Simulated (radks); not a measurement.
The gadolinium ion Gd+, configuration [Xe] 4f7 5d1 6s1.

Method: scalar-relativistic Kohn-Sham, PBE, spin-unpolarised, spherical densities, point nucleus; computed with a radial shooting solver on a logarithmic mesh with Libxc functionals.

Energy parts (eV):
part                      energy
total                 -306696.15
kinetic                329359.82
electron-nucleus      -747769.62
Hartree                118471.98
exchange-correlation    -6758.32

Orbitals (lengths in bohr, moments of r in powers of bohr):
| orbital | occ. | eigenvalue (eV) | <r^4> | <r> |
|---|---|---|---|---|
| 1s | 2 | -50111.34 | 1.140e-06 | 0.02190 |
| 2s | 2 | -8279.317 | 0.0001815 | 0.09328 |
| 2p | 6 | -7367.884 | 0.0001356 | 0.08237 |
| 3s | 2 | -1840.397 | 0.007023 | 0.2444 |
| 3p | 6 | -1558.092 | 0.007366 | 0.2430 |
| 3d | 10 | -1185.637 | 0.005881 | 0.2212 |
| 4s | 2 | -375.7767 | 0.1728 | 0.5528 |
| 4p | 6 | -282.7318 | 0.2266 | 0.5851 |
| 4d | 10 | -154.0561 | 0.3580 | 0.6359 |
| 4f | 7 | -15.0303 | 2.768 | 0.8644 |
| 5s | 2 | -56.0801 | 5.907 | 1.332 |
| 5p | 6 | -33.5961 | 11.82 | 1.558 |
| 5d | 1 | -8.4036 | 116.3 | 2.559 |
| 6s | 1 | -9.2759 | 340.4 | 3.661 |

The highest occupied level is 5d at -8.404 eV. The density falls to 0.001 e/bohr^3 at r = 4.59 bohr. Summed over all electrons, <r^2> = 59.20 bohr^2, which gives a Langevin (diamagnetic) susceptibility term of -46.9 x 10^-6 cm^3/mol.
